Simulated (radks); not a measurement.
The numbers below are computed, except where a source is named.
Question: The mean radii <r> (bohr) of the occupied orbitals of an atom or ion are listed with their occupations. Code: a radial shooting solver on a logarithmic mesh with Libxc functionals. Model: Dirac Kohn-Sham, LB94 model potential, spin-unpolarised, spherical densities, finite nucleus; Fermi nuclear charge, rms radius of each element as measured or else 0.836 A^(1/3) + 0.57 fm.

orbital  occ.      <r>
1s1/2       2  0.02503
2s1/2       2   0.1066
2p1/2       2  0.08950
2p3/2       4  0.09558
3s1/2       2   0.2815
3p1/2       2   0.2706
3p3/2       4   0.2821
3d3/2       4   0.2517
3d5/2       6   0.2553
4s1/2       2   0.5868
4p1/2       2   0.5901

Name the element and its charge. Open shells, if any, fill j = l - 1/2 first.

Answer: Z = 57, lanthanum, charge +25: La25+ in [Ar] 3d10 4s2 4p2. The 1s radius gives Z: for a bare nucleus <r> = (2 gamma + 1)/(2Z) with gamma = sqrt(1 - (Z/c)^2), 0.02473 bohr for Z = 57, and screening makes it slightly larger (0.02503 here). The occupations add up to 32, and the charge is Z minus that.
